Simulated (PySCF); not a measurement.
CF₂, charge +1, multiplicity 2. Atoms are numbered in the order given.

```xyz
3

F      0.0000    -1.0748     0.1409
C      0.0000     0.0000    -0.4228
F      0.0000     1.0748     0.1409
```
Charge +1, spin multiplicity 2.

The structure is a stationary point at PBE0-D3(BJ)/def2-TZVP. The isomer is the one that the SMILES or the coordinates give; other isomers of the formula were not compared.

These are PBE0-D3(BJ)/def2-TZVP (PySCF 2.14.0) values and carry that method's errors.

Harmonic, unscaled wavenumbers; measured fundamentals usually lie a few per cent lower.

**Question.** List the normal modes with their intensities. (An estimate is asked for; the answer gives what the named calculation found.)

**Answer.** 
| mode | ν (cm⁻¹) | IR (km/mol) | moving atoms (share of kinetic energy) |
|---|---|---|---|
| 1 | 651 | 26.3 | F 73 %, C 27 % |
| 2 | 1395 | 66.2 | F 51 %, C 49 % |
| 3 | 1726 | 432.0 | C 71 %, F 29 % |
